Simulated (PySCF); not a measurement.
B(F)(GeH3)(OH) (BFGeH4O), SMILES O[B](F)[GeH3].

Geometry: PBE0-D3(BJ)/def2-SVP. The structure was generated by enumeration, and PubChem lists no compound with its InChIKey, so it may never have been made. The values are those of a single conformer.

The numbers are results of PySCF with PBE/def2-TZVP, not measurements.

Symmetry labels are those of the subgroup Cs that the program uses (full group Cs).

Task: List the valence orbital energies around the gap with their symmetry. (Estimate from the structure and the level; the computed values follow.)

Result: 
```
orbital  symmetry  energy (eV)
-------  --------  -----------
HOMO−7         A'       -13.23
HOMO−6         A'       -11.29
HOMO−5         A"       -11.28
HOMO−4         A'        -9.24
HOMO−3         A"        -9.03
HOMO−2         A"        -8.16
HOMO−1         A'        -8.13
HOMO           A'        -7.37
LUMO           A"        -1.35
LUMO+1         A'        -0.31
LUMO+2         A'         0.38
LUMO+3         A'         0.69
```
